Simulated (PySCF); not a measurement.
Successive ionisation energies of germanium

Calculated with PySCF 2.14, two-component X2C-1e (Gaussian nucleus, no Breit or QED terms), each ion in its own even-tempered basis; GMP2 freezes the deep shells of the larger ions and drops the highest virtual spinors; eV.

```tsv
ion	configuration	GHF (spin-free)	NIST	kind
Ge¹⁷⁺	[Ne] 3s2 3p3	660.45	662.8 ± 1.9	semi-empirical
Ge¹⁸⁺	[Ne] 3s2 3p2	701.34	706.7 ± 1	semi-empirical
Ge¹⁹⁺	[Ne] 3s2 3p1	743.63	744 ± 3	semi-empirical
Ge²⁰⁺	[Ne] 3s2	832.79	837.1 ± 1	semi-empirical
Ge²¹⁺	[Ne] 3s1	879.80	880.44	semi-empirical
Ge²²⁺	[Ne]	2188.6	2178.2 ± 0.4	measured
Ge²³⁺	[He] 2s2 2p5	2309.1	2304 ± 4	semi-empirical
Ge²⁴⁺	[He] 2s2 2p4	2432.2	2439 ± 5	semi-empirical
Ge²⁵⁺	[He] 2s2 2p3	2599.8	2575 ± 19	semi-empirical
Ge²⁶⁺	[He] 2s2 2p2	2729.0	2737.1 ± 2.3	semi-empirical
Ge²⁷⁺	[He] 2s2 2p1	2861.1	2881.9 ± 1.6	semi-empirical
Ge²⁸⁺	[He] 2s2	3067.7	3074 ± 3	semi-empirical
```

Where is the largest relative jump?

From Ge²¹⁺ to Ge²²⁺: 879.80 to 2188.6 eV, where the electron removed from [Ne] comes from a deeper shell or subshell.
